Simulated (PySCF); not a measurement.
Geometry:
```
atom   x (Å)   y (Å)   z (Å)
  F1   2.523   0.023  -1.913
  C2   1.844   0.307  -0.781
  F3   2.464   1.411  -0.269
  O4   0.565   0.545  -1.068
  C5  -0.385   0.104  -0.072
 Si6  -0.241   1.077   1.549
  C7  -0.543  -1.430  -0.044
 Si8  -1.955  -0.563  -0.930
  H9   2.018  -0.515  -0.063
 H10   1.011   0.738   2.233
 H11  -1.368   0.639   2.374
 H12  -0.295   2.498   1.231
 H13  -0.690  -1.858   0.938
 H14   0.193  -1.983  -0.613
 H15  -1.942  -0.563  -2.377
 H16  -3.205  -0.422  -0.208
```

Theoretical values (PySCF): PBE0/pcSseg-1 with gauge-including orbitals, GFN2-xTB geometry. One conformer, no relativistic terms, averaged over atoms made equivalent by symmetry, fast rotation or ring inversion, no solvent.

Shifts are taken against calculated references (same method and geometry level): 13C (σ = 186.93 ppm), 1H (σ = 31.72 ppm), 29Si (σ = 349.16 ppm) against TMS; CFCl3 for 19F (σ = 170.95 ppm); 17O (σ = 336.08 ppm) against H2O.

```tsv
atoms	nucleus	count	δ (ppm)
C2	13C	1	?
H15	1H	1	?
H9	1H	1	6.37
F1	19F	1	-95.4
Si8	29Si	1	-136.1
H16	1H	1	2.77
H10/H11/H12	1H	3	4.15
H13	1H	1	?
O4	17O	1	114.9
H14	1H	1	1.16
Si6	29Si	1	-65.3
C7	13C	1	9.1
C5	13C	1	?
F3	19F	1	-93.5
```

Question: Estimate the values marked ?.

Answer: 
- C2: 127.2 ppm, sp3 CH bonded to 2 F and O; 3 electronegative neighbours deshield it
- C5: 56.9 ppm, three-membered-ring carbon; pulled downfield by the heteroatom
- H15: 3.14 ppm, hydrogen on a silicon bonded to 2 C, in a 3-membered ring
- H13: 0.86 ppm, hydrogen on a three-membered-ring carbon; cyclopropane-type protons are shielded by the ring

Shifts are as computed. Against solution values, carbons near 30 ppm lie about +3 ppm off and those near 130 ppm about +5 ppm. Of 1211 compounds with measured shifts, 218 miss one by over three times the rms of a fit or turn the order of signals round; such compounds aren't used in these exercises. Unscaled 19F shifts against computed CFCl3 carry errors that often reach 10 to 50 ppm. Experimental scales use liquid or dissolved standards, which lie at an offset from isolated H2O (liquid H2O: subtract about 36 ppm).
